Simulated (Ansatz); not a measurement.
Consider the hydrogenolysis of a C–C bond: `CC[O][GaH2]` + H₂ → `C[O][GaH2]` + CH₄.

Calculated with Ansatz (gas phase, PBE0-D4/def2-TZVP geometries, no zero-point term in ΔE). CCSD(T)/CBS is the MP2 limit (def2-TZVPP, def2-QZVPP) plus CCSD(T) − MP2 in def2-TZVPP, frozen cores. This one scheme is used for every species. Functionals use def2-TZVPP. For Ga outer-core shells are correlated without core-valence functions, which leaves a few kJ/mol of doubt a bond. Scalar relativity is left out up to krypton. One conformer a species, not always the lowest.

```
             level  ΔE (kJ/mol)  difference from CCSD(T)/CBS
         revPBE-D4        -54.0                          5.4
           ωB97M-V        -61.3                         -1.9
            B2PLYP        -67.8                         -8.4
            r2SCAN        -62.2                         -2.8
              PBE0        -66.2                         -6.8
           r2SCAN0        -64.0                         -4.6
SCS-MP2/def2-TZVPP        -62.5                         -3.1
   CCSD/def2-TZVPP        -64.9                         -5.5
    MP2/def2-QZVPP        -57.6                          1.8
      HF/CBS(def2)        -80.2                        -20.8
       CCSD(T)/CBS        -59.4                            0
```

Largest T1 diagnostic among the species: 0.015.

Leaving LDA and LC-ωPBE aside and taking each functional with its dispersion term where it has one, the values spread over 13.7 kJ/mol, from B2PLYP to revPBE-D4. LDA lies +12.5 kJ/mol from PBE without D4. The D4 term adds +9.4 kJ/mol with B3LYP and +5.1 kJ/mol with PBE0; it sums over pairs of atoms, weighted by their polarisabilities, and B3LYP, whose exchange is more repulsive, gets the larger term. In def2-TZVPP, CCSD(T) changes the Hartree–Fock value by +19.1 kJ/mol (the triples alone add +3.8 kJ/mol) and MP2 by +21.6 kJ/mol.

B3LYP here is the variant with VWN-RPA as its local correlation; programs differ in this.
